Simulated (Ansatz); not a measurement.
Mg₃O₂⁺. The state is a doublet with charge 1. Geometry PBE-D4/def2-SVP; atoms count from 1.

```
atom    x (Å)    y (Å)    z (Å)
 Mg1  -0.6591   1.2320   0.4637
 Mg2  -1.3471  -2.3126   0.1368
 Mg3   1.3709  -0.0102  -0.5360
  O4   1.0335   1.7733  -0.1047
  O5  -0.3981  -0.6826   0.0402
```

The structure comes from a short search, and lower isomers may exist.

**Question.** Estimate the Mulliken populations from the PBE0/def2-TZVP orbitals of Ansatz.

**Answer.** 
```csv
atom,charge (e),spin (α − β)
Mg1,1.09,0.05
Mg2,0.74,0.87
Mg3,1.09,0.05
O4,-0.83,0.03
O5,-1.08,0.01
```
Mulliken values and Mayer orders depend strongly on the basis.

**Question.** Where does the spin sit?

**Answer.** Summed by element: Mg 0.97, O 0.03, of 1 unpaired in all. Largest on single atoms: Mg2 0.87, Mg3 0.05, Mg1 0.05.

**Question.** And the Mayer bond orders between bonded heavy atoms (over 0.3)?

**Answer.** Mg1–O4 0.95 (1.87 Å); Mg1–O5 0.44 (1.98 Å); Mg2–O5 0.61 (1.89 Å); Mg3–O4 0.95 (1.87 Å); Mg3–O5 0.44 (1.98 Å).
